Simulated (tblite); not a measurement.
Compound: C₄H₆N₂OS.
Bonds: C1–O2, O2–C3, C3–C4, C4–C5 (aromatic), C5–N6 (aromatic), N6–S7 (aromatic), S7–N8 (aromatic), C4–N8 (aromatic). Hydrogens: H9, H10, H11 on C1; H12, H13 on C3; H14 on C5.

Computed with GFN2-xTB (tblite), gas phase: Langevin dynamics at 200 K from the optimised GFN2-xTB geometry, time step 0.5 fs, friction 0.01 fs⁻¹, 2000 steps.

Start geometry:
```
atom  x, y, z in Å
C1     -2.413    0.082    0.042
O2     -1.061    0.377   -0.194
C3     -0.189   -0.575    0.363
C4      1.222   -0.194    0.068
C5      1.651    0.942   -0.656
N6      2.956    1.021   -0.757
S7      3.621   -0.245    0.005
N8      2.232   -0.930    0.486
H9     -2.636    0.058    1.116
H10    -2.987    0.877   -0.430
H11    -2.695   -0.883   -0.398
H12    -0.389   -1.578   -0.051
H13    -0.327   -0.639    1.455
H14     1.016    1.687   -1.095
```

The statistics below take the 31 frames saved every 25 fs from 250 to 1000 fs; their kinetic temperature (all 3N coordinates) averages 198 K.

Q: How do the bond lengths spread?

A: 
| bond | start (Å) | mean (Å) | standard deviation (Å) | shortest (Å) | longest (Å) |
| --- | --- | --- | --- | --- | --- |
| C1–O2 | 1.404 | 1.410 | 0.033 | 1.347 | 1.509 |
| O2–C3 | 1.405 | 1.413 | 0.027 | 1.355 | 1.473 |
| C3–C4 | 1.491 | 1.485 | 0.023 | 1.451 | 1.551 |
| C4–C5 | 1.414 | 1.424 | 0.019 | 1.381 | 1.461 |
| C5–N6 | 1.311 | 1.317 | 0.012 | 1.295 | 1.346 |
| N6–S7 | 1.621 | 1.625 | 0.035 | 1.560 | 1.694 |
| S7–N8 | 1.622 | 1.625 | 0.035 | 1.557 | 1.721 |
| C4–N8 | 1.318 | 1.317 | 0.015 | 1.284 | 1.352 |
| C1–H9 | 1.097 | 1.098 | 0.023 | 1.065 | 1.163 |
| C1–H10 | 1.088 | 1.092 | 0.021 | 1.056 | 1.138 |
| C1–H11 | 1.097 | 1.101 | 0.017 | 1.067 | 1.137 |
| C3–H12 | 1.103 | 1.108 | 0.019 | 1.070 | 1.145 |
| C3–H13 | 1.103 | 1.106 | 0.020 | 1.067 | 1.165 |
| C5–H14 | 1.073 | 1.076 | 0.020 | 1.024 | 1.117 |

Q: How far does each atom move about its mean position (frames aligned on the start, all atoms weighted alike), and what rms force does it feel?

A: 
```json
{"atom": "C1", "rms displacement (Å)": "0.08", "rms force (eV/Å)": "1.60"}
{"atom": "O2", "rms displacement (Å)": "0.18", "rms force (eV/Å)": "1.37"}
{"atom": "C3", "rms displacement (Å)": "0.10", "rms force (eV/Å)": "1.48"}
{"atom": "C4", "rms displacement (Å)": "0.09", "rms force (eV/Å)": "1.35"}
{"atom": "C5", "rms displacement (Å)": "0.11", "rms force (eV/Å)": "1.30"}
{"atom": "N6", "rms displacement (Å)": "0.13", "rms force (eV/Å)": "1.28"}
{"atom": "S7", "rms displacement (Å)": "0.14", "rms force (eV/Å)": "1.27"}
{"atom": "N8", "rms displacement (Å)": "0.15", "rms force (eV/Å)": "1.30"}
{"atom": "H9", "rms displacement (Å)": "0.29", "rms force (eV/Å)": "0.83"}
{"atom": "H10", "rms displacement (Å)": "0.22", "rms force (eV/Å)": "0.78"}
{"atom": "H11", "rms displacement (Å)": "0.27", "rms force (eV/Å)": "0.61"}
{"atom": "H12", "rms displacement (Å)": "0.16", "rms force (eV/Å)": "0.61"}
{"atom": "H13", "rms displacement (Å)": "0.15", "rms force (eV/Å)": "0.63"}
{"atom": "H14", "rms displacement (Å)": "0.22", "rms force (eV/Å)": "0.73"}
```

The displacements run from 0.08 to 0.29 Å, the largest at H9.

Q: How widely does the potential energy scatter, against a harmonic estimate?

A: Mean 0.31 eV above the start, standard deviation 0.079 eV, range 0.18 to 0.64 eV. For 36 classical harmonic modes at 200 K the canonical values are 36kT/2 = 0.31 eV and kT·√(36/2) = 0.073 eV.

The run is classical and short, so these are rough statistics of one trajectory.

What follows is the cost of the whole dynamics run. Time: 18 s of wall time; peak memory 0.18 GiB. Hardware: Arm Neoverse N1, one thread, shared host with 64 logical CPUs at a one-minute load of 48.
